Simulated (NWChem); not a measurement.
Species: formate (CHO₂ anion); SMILES O=C[O-]

All runs: NWChem. Sets without diffuse functions describe the anion's extra electron poorly. The geometry was optimised at B3LYP/def2-SVPD.

Taking PBE0/cc-pVQZ as the yardstick, which of these has the fewest basis functions while keeping “highest occupied level (eV)” within 0.2 eV of it: PBE0/cc-pVDZ; PBE0/aug-cc-pVDZ; PBE0/cc-pVTZ; PBE0/aug-cc-pVTZ?

none of them.
```tsv
level	basis functions	highest occupied level (eV)	relative time (rough)
PBE0/cc-pVDZ	47	-0.02	1
PBE0/aug-cc-pVDZ	78	-1.17	2
PBE0/cc-pVTZ	104	-0.67	4
PBE0/aug-cc-pVTZ	161	-1.19	20
PBE0/cc-pVQZ	195	-0.93	20
```

The yardstick is one finite set, not the basis-set limit.
